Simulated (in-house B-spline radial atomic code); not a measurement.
A fraction x of an electron is moved 4f → 5f in Yb²⁺, starting from [Xe] 4f14 and keeping the highest spin. Method: scalar-relativistic (X2C) TPSSh, spin-polarised, spherical fractional occupations, Fermi nucleus of rms radius 5.3108 fm. Calculated with a radial B-spline atomic code at the basis-set limit.

Caution: exact exchange at fractional occupations of open shells leaves self-interaction of up to several eV.

| x | E(x) - E(0) (eV) | 4f down level (eV) | 5f up level (eV) |
| --- | --- | --- | --- |
| 0 | 0.0000 | -18.522 | - |
| 0.125 | 1.8674 | -20.053 | -4.603 |
| 0.25 | 3.8733 | -21.593 | -4.932 |
| 0.375 | 6.0356 | -23.143 | -5.199 |
| 0.5 | 8.3610 | -24.702 | -5.436 |
| 0.625 | ? | ? | ? |
| 0.75 | ? | ? | ? |
| 0.875 | 16.3484 | -29.420 | -6.057 |
| 1 | 19.3559 | -31.003 | -6.244 |

Q: What belongs in the row x = 0.625?

A: An energy change of 10.8531 eV; 4f down at -26.267 eV, 5f up at -5.656 eV.

Q: What belongs in the row x = 0.75?

A: An energy change of 13.5147 eV; 4f down at -27.840 eV, 5f up at -5.862 eV.

Q: Check Janak's theorem between x = 0.125 and 0.25.

A: The slope of the energy is 16.05 eV; the orbital levels give 16.06 eV (ε of the receiving orbital less ε of the emptying one, averaged over the two points).
